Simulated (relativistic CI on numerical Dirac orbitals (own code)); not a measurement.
**One change at a time: Co16+**

Base calculation: Dirac-Coulomb-Breit CI, orbitals from a KLI potential per configuration, model QED (radiative potential, 1s self-energy scaled to tabulated hydrogen-like ionisation energies), unscaled Slater integrals.

Configurations in the expansion (outside the closed core [Ne]): 3s, 3p, 3d, 4s, 4p, 4d, 4f, 5s, 5p, 5d, 5f, 5g, 6s, 6p, 6d, 7s, 7p. Levels of other configurations are missing.

Variants: (1) valence Slater integrals scaled by 0.9; (2) Breit term removed; (3) one mean potential for all configurations. Shifts of the energy above 3s 2S_1/2, in eV, for the lowest level and the first level of each name with at least 55 % of one term (blank where a level changes its place among those of its configuration and J or its character, or is not in the variant):

```csv
Level,Base,Δ(1),Δ(2),Δ(3)
3s 2S_1/2,0.000,0.000,0.000,0.000
3p 2P°_1/2,36.603,0.000,-0.085,+0.010
3p 2P°_3/2,39.742,0.000,+0.003,+0.009
3d 2D_3/2,89.448,0.000,+0.070,+0.001
3d 2D_5/2,89.891,0.000,+0.122,+0.001
4s 2S_1/2,257.388,0.000,+0.093,+0.039
4p 2P°_1/2,271.967,0.000,+0.057,+0.036
4p 2P°_3/2,273.193,0.000,+0.093,+0.038
4d 2D_3/2,291.472,0.000,+0.117,+0.037
4d 2D_5/2,291.675,0.000,+0.138,+0.038
4f 2F°_5/2,299.507,0.000,+0.147,+0.066
4f 2F°_7/2,299.584,0.000,+0.149,+0.066
5s 2S_1/2,367.474,0.000,+0.122,+0.065
5p 2P°_1/2,374.677,0.000,+0.104,+0.064
```

At this charge energies of transitions that change n are usually good to better than 1 %, and those within a shell (Δn = 0) to a few per cent.

Ionisation energy from the two ground configurations alone: base 545.883 eV; Breit term removed 546.031 eV. The NIST ASD value (semi-empirical) is 546.588 eV.
